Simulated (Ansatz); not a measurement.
C$_{2}$H$_{3}$Br$_{3}$Sn (SMILES C=[CH][Sn]([Br])([Br])[Br]), singlet, at a GFN2-xTB geometry (such geometries of metal compounds can be far from the true shape) (core potentials on Sn).

Ansatz (a program for electronic structure) was given this input:
Ansatz 0.2 input:
```yaml
crystal:
  periodic: [false, false, false]
  atoms:
    - {symbol: C, position_ang: [-3.33121837, 0.72150291, -0.19594000]}
    - {symbol: C, position_ang: [-2.33306276, 0.92714689, 0.62169243]}
    - {symbol: Sn, position_ang: [-0.28062423, 0.14900296, 0.14221640]}
    - {symbol: Br, position_ang: [-0.40371868, -1.06054966, -2.08910197]}
    - {symbol: Br, position_ang: [1.46506461, 1.99013855, -0.07100073]}
    - {symbol: Br, position_ang: [0.59424730, -1.50316418, 1.87068823]}
    - {symbol: H, position_ang: [-3.23788648, 0.18111812, -1.12629120]}
    - {symbol: H, position_ang: [-4.32153908, 1.09515677, 0.03215916]}
    - {symbol: H, position_ang: [-2.36943907, 1.45681361, 1.55830438]}
basis:
  gaussian:
    orbitals: def2-SV_P_.json
hamiltonian:
  xc: pbe0
```
The basis file holds def2-SV(P) in the JSON format of the Basis Set Exchange.

Q: What does this run give for the number of basis functions, total energy?

A: 
| Quantity | Result |
|---|---|
| number of basis functions | 156 |
| total energy | -8012.9090 Eh |
